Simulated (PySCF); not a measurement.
Input of a run (PBE0-D3(BJ)/def2-SVP geometry optimisation, gas phase (PySCF 2.14.0)), started from a GFN2-xTB structure with every atom displaced at random (by about 0.01 Å):
```
{"job": {"xc": "PBE0", "basis": "def2-SVP", "d3": "d3bj", "grid": 1, "shake": 0.01, "kind": "geom"}, "charge": 0, "multiplicity": 1}
C     -1.580590    -0.959400    -0.305130
O     -0.507890    -0.112210    -0.654340
C     -0.777950     1.252730    -0.367160
B      0.941940    -0.638740    -0.004480
P      2.273870     0.401000    -0.953110
H     -1.795050    -0.909290     0.766020
H     -1.342650    -1.951540    -0.608190
H     -2.475930    -0.592980    -0.852420
H     -0.896900     1.415440     0.735570
H     -1.652930     1.580710    -0.887050
H      0.096780     1.823230    -0.690810
H      0.849980    -0.450450     1.177160
H      0.937630    -1.770010    -0.331390
H      3.326390    -0.399350    -0.605000
H      2.587970     1.293460     0.067430
```

Output (energies in Eh, forces in Eh/bohr):
```
step   0  E = -523.03028396  max force = 0.023562
step   1  E = -523.03671498  max force = 0.007445
step   2  E = -523.03710367  max force = 0.001587
step   3  E = -523.03720053  max force = 0.000925
step   4  E = -523.03733098  max force = 0.001992
step   5  E = -523.03747092  max force = 0.001996
step   6  E = -523.03759770  max force = 0.001383
step   7  E = -523.03771831  max force = 0.001227
step   8  E = -523.03787592  max force = 0.001906
step   9  E = -523.03799847  max force = 0.002585
step  10  E = -523.03808911  max force = 0.001315
step  11  E = -523.03815861  max force = 0.001104
step  12  E = -523.03826296  max force = 0.001290
step  13  E = -523.03827980  max force = 0.000894
step  14  E = -523.03828728  max force = 0.000318
optimisation converged
```

Q: Summarise the run.

A: The energy falls by 5.0 kcal/mol over 15 energy and gradient evaluations, the largest force component goes from 0.0236 to 3.2e-04 Eh/bohr, and the atoms move by 0.405 Å rms after alignment. The bond that changes most is P5–H14 (three-coordinate phosphorus to P–H hydrogen), which lengthens by 0.059 Å. Bonds longer at the end by more than 0.005 Å: 10 of 14; shorter: 3. Among the angles that change most is B4–P5–H14, from 95.2° to 100.5°. Among the dihedrals that turn most is H13–B4–P5–H14, from -55° to 3°. The energy never rose by more than 1e-6 Eh on the way. The first step brought 80 % of the lowering.

Q: What are the final bond lengths?

A: C1–O2 1.423 Å, O2–C3 1.426 Å, O2–B4 1.651 Å, B4–P5 1.967 Å, C1–H6 1.102 Å, C1–H7 1.095 Å, C1–H8 1.099 Å, C3–H9 1.102 Å, C3–H10 1.099 Å, C3–H11 1.097 Å, B4–H12 1.223 Å, B4–H13 1.215 Å, P5–H14 1.426 Å, P5–H15 1.424 Å. Numbering counts from 1 in the input's order; the species is `C[O+]([BH2-]P)C`.

The run used 124 basis functions and 98 SCF cycles in all. Hardware: Arm Neoverse V1, one thread, shared host. Cost: 80 s of wall time, 0.52 GiB resident at most.

PBE0-D3(BJ)/def2-SVP frequencies: not computed here. One conformer, not necessarily the lowest.
